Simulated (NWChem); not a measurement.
System: C3H4O2; SMILES O=C1COC1

```xyz
9

O      0.0000     0.0000     1.8661
C      0.0000     0.0000     0.6632
C      0.0000     1.0535    -0.4542
O      0.0000     0.0000    -1.4390
C      0.0000    -1.0535    -0.4542
H      0.9065     1.7022    -0.4922
H     -0.9065     1.7022    -0.4922
H      0.9065    -1.7022    -0.4922
H     -0.9065    -1.7022    -0.4922
```
Atoms are numbered in this order, from 1.

Computed with NWChem. Pople sets run with spherical d functions. The geometry was optimised at PBE-D3(BJ)/def2-SVP. Level: PBE/6-31G* with COSMO at NWChem's default radii, gas-phase geometry; rows give the dielectric constant.

```tsv
dielectric constant	electrostatic solvation energy (kcal/mol)	dipole in solution (D)
1.5	-1.7	0.82
2.0	-2.6	0.87
2.4	[?]	0.89
7.6	-4.9	0.97
11.7	-5.2	0.99
```

Problem. Complete the blanks.

Solution. 
- 2.4, electrostatic solvation energy (kcal/mol): -3.1
